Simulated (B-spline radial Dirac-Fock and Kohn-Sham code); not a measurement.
Calculated with a B-spline atomic structure program, using the Dirac equation of a negative muon with reduced mass in the field of a spherical finite nucleus, with the Uehling potential to all orders; nuclear polarisation, deformation, hyperfine structure, self-energy, higher-order vacuum polarisation, relativistic recoil and electron screening are left out. The nuclear charge is a Fermi distribution (skin thickness 2.3 fm).

Task: A muonic atom of atomic mass 50.98 u emits these computed lines: 2p3/2 → 1s1/2 711.3 keV, 3d5/2 → 2p3/2 141.6 keV, 4f7/2 → 3d5/2 49.42 keV, 5g9/2 → 4f7/2 22.84 keV. Which element is it, and what rms charge radius was used?

Result: Potassium (Z = 19, nuclide ⁵¹K); the high transitions hardly feel the nucleus and fix Z. The 2p → 1s line lies 53.26 keV below the value for a point nucleus without QED, which for this nuclear model gives a radius near 3.52 fm (3.5196 fm was used).
